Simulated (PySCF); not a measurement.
`C#Cc1cc[n+](C)cc1` (charge +1). The calculation used BHandHLYP/def2-SV(P) geometry optimisation, gas phase in PySCF 2.14.0.

```
atom  x, y, z in Å
C1     4.0992   -0.0836   -0.1653
C2     2.8991   -0.0457   -0.1476
C3     1.4815    0.0009   -0.1191
C4     0.7221   -0.3641   -1.2384
C5    -0.6492   -0.3078   -1.1777
N6    -1.2825    0.0915   -0.0637
C7    -2.7501    0.1558   -0.0163
C8    -0.5776    0.4473    1.0252
C9     0.7932    0.4144    1.0324
H10    5.1696   -0.1182   -0.1842
H11    1.2023   -0.6913   -2.1525
H12   -1.2715   -0.5820   -2.0212
H13   -3.0642    1.1935    0.1188
H14   -3.1553   -0.2277   -0.9521
H15   -3.1126   -0.4556    0.8129
H16   -1.1513    0.7594    1.8904
H17    1.3314    0.7069    1.9257
```

**Question.** Which two atoms are farthest apart?

**Answer.** H10···H14, 8.36 Å; the next longest distance is 8.35 Å.

**Question.** Work out the bond lengths C1–H10, C5–N6, C7–H13, C8–H16 in Å.

**Answer.** For C1–H10 the difference vector is (1.0704, -0.0346, -0.0189) Å, of length 1.0711 Å. C1–H10 1.071; C5–N6 1.342; C7–H13 1.093; C8–H16 1.084 Å.

**Question.** What are the angles C2–C1–H10, C5–N6–C8, H14–C7–H15, N6–C7–H14, N6–C8–H16?

**Answer.** From the scalar product of the two bond vectors; for C2–C1–H10 it is -1.2862 Å² over 1.2008 × 1.0711 Å², cos θ = -0.999996. C2–C1–H10 179.8°; C5–N6–C8 120.2°; H14–C7–H15 109.4°; N6–C7–H14 109.2°; N6–C8–H16 116.4°.

**Question.** How far are the heavy atoms from their best plane (unweighted least squares)?

**Answer.** 0.002 Å rms; none is more than 0.005 Å off.

**Question.** Give the dihedral angles C7–N6–C8–H16, H16–C8–C9–H17, C9–C3–C4–H11.

**Answer.** C7–N6–C8–H16 0° (synperiplanar); H16–C8–C9–H17 0° (synperiplanar); C9–C3–C4–H11 180° (antiperiplanar). Dihedral signs follow IUPAC: positive where, seen along the central bond, the front bond turns clockwise onto the rear one.

**Question.** What is the repulsion energy of the bare nuclei, Σ ZA·ZB/RAB?

**Answer.** 391.47 Eh over 136 pairs, with full nuclear charges and distances in bohr; the largest single term is 16.56 Eh (C5 with N6).

**Question.** How far apart are these pairs, which share no bond: C3···C5, C3···N6, C5···H17, N6···H15, C7···H10, H10···H16, H11···H15?

**Answer.** C3···C5 2.399 Å (2 bonds apart); C3···N6 2.766 Å (3 bonds apart); C5···H17 3.819 Å (4 bonds apart); N6···H15 2.102 Å (2 bonds apart); C7···H10 7.926 Å (7 bonds apart); H10···H16 6.710 Å (6 bonds apart); H11···H15 5.241 Å (5 bonds apart).

**Question.** Write the matrix of distances between heavy atoms (Å, lower triangle).

**Answer.** 
```
C1    0.000
C2    1.201  0.000
C3    2.619  1.419  0.000
C4    3.555  2.456  1.401  0.000
C5    4.860  3.704  2.399  1.374  0.000
N6    5.386  4.185  2.766  2.368  1.342  0.000
C7    6.855  5.654  4.236  3.718  2.445  1.470  0.000
C8    4.855  3.702  2.398  2.733  2.330  1.345  2.427  0.000
C9    3.551  2.457  1.404  2.402  2.736  2.369  3.704  1.371  0.000
```

No BHandHLYP/def2-SV(P) frequencies stand behind this structure, so it isn't proved a minimum. Isolated species at its BHandHLYP/def2-SV(P) geometry, gas phase.
